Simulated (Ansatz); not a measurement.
Geometry optimisation, Ansatz, RKS BLYP/def2-SVP.

Input file:

```yaml
crystal:
  periodic: [false, false, false]
  atoms:
    - { symbol: Si, position_ang: [-0.96811, 0.17124, -0.58339] }
    - { symbol: "N", position_ang: [0.18419, -0.7957, -0.00367] }
    - { symbol: Te, position_ang: [1.40915, -0.75392, 1.65218] }
    - { symbol: H, position_ang: [-1.55733, -0.3215, -1.8168] }
    - { symbol: H, position_ang: [-1.556, 1.44541, -0.15884] }
    - { symbol: H, position_ang: [2.4881, 0.25447, 0.91052] }
basis:
  gaussian: { orbitals: def2-SVP }
hamiltonian:
  xc: blyp
relax:
  f_tol: 0.02
  max_steps: 50
output:
  orbitals: {}
```

Run as:

```bash
$ ansatz run input.yaml --threads 1 --pin off --max-ram 2048MiB --backend cpu --events-out ev --progress --plain --runs-dir out
```

Where does it end, and by what steps?

The run converged. After 13 steps the energy has fallen by 0.341 eV; H6 moved furthest, 0.97 Å.

| step | energy less start (eV) | largest force component (eV/Å) | accepted |
| --- | --- | --- | --- |
| 0 | 0.0000 | 0.708 | yes |
| 1 | -0.0764 | 0.443 | yes |
| 2 | -0.1040 | 0.270 | yes |
| 3 | -0.1269 | 0.229 | yes |
| 4 | -0.1406 | 0.377 | yes |
| 5 | -0.1583 | 0.741 | yes |
| 6 | -0.1962 | 0.615 | yes |
| 7 | -0.2601 | 0.689 | yes |
| 8 | -0.2943 | 0.636 | yes |
| 9 | -0.3276 | 0.185 | yes |
| 10 | -0.3333 | 0.512 | yes |
| 11 | -0.3408 | 0.067 | yes |
| 12 | -0.3407 | 0.044 | no |
| 13 | -0.3410 | 0.004 | yes |

```xyz
6
Properties=species:S:1:pos:R:3
Si -0.882 0.102 -0.673
N 0.098 -1.030 -0.018
Te 1.706 -0.984 1.231
H -1.976 -0.378 -1.563
H -0.823 1.592 -0.491
H 1.877 0.698 1.514
```

Run time: 16 s on 1 thread of Intel(R) Xeon(R) 6975P-C (Granite Rapids) (shared host), peak memory 0.16 GiB.
